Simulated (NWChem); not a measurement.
Species: NH4 cation; SMILES [NH4+]

Computed with NWChem. The geometry was optimised at PBE0-D3(BJ)/def2-TZVP. Level: PBE0/def2-SVP with COSMO at NWChem's default radii, gas-phase geometry; rows give the dielectric constant. Reactions with the solvent are ignored.

| dielectric constant | electrostatic solvation energy (kcal/mol) |
|---|---|
| 2.0 | -42.2 |
| 2.4 | -49.3 |
| 11.7 | -77.2 |
| 46.7 | -82.6 |
| 78.4 | -83.4 |
